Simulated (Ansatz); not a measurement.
## Relaxing a trial structure of BGaGeH3In

The starting geometry of this gas-phase singlet was optimised with GFN2-xTB.

```tsv
atom	x (Å)	y (Å)	z (Å)
B	-1.3274	-0.1831	-1.9773
Ga	0.8007	-0.6391	0.4513
Ge	-1.3223	-1.5229	-0.5398
In	-2.4657	1.0348	0.3924
H	-2.1734	-0.1653	-2.8096
H	-0.5528	0.7278	-2.0652
H	2.4757	-0.0054	1.1156
```

Q: Predict what becomes of its bonds when it is optimised with B3LYP-D3(BJ)/def2-SVP.

A: A new bond forms, giving a structure given below by its coordinates. Distances that change by over a tenth: Ga2–H7 (1.91 → 1.58 Å). Contacts that close: B1–Ga2 (3.26 → 2.34 Å).

The energy falls by 0.96 eV over 20 steps:

```
step  E − E(last) (eV)
   1             0.963
   3             0.425
   5             0.246
   7             0.087
   9             0.019
  12             0.004
  14             0.000
  16             0.000
  18             0.000
  20             0.000
```

Final geometry (Å):

```xyz
7

B    -0.8979   -0.2257   -1.8325
Ga    0.3394   -0.3883    0.1436
Ge   -1.7645   -1.3232   -0.3220
In   -2.7968    0.7655    1.2227
H    -1.4622   -0.0991   -2.8923
H     0.2325    0.2699   -1.8842
H     1.7841    0.2477    0.1321
```

Frequencies at the end are all real (lowest 28 cm⁻¹). Atoms past krypton carry core potentials, without spin–orbit terms. Run with Ansatz 0.2.0, 88 s on 2 threads of Arm Neoverse V2 (shared host).
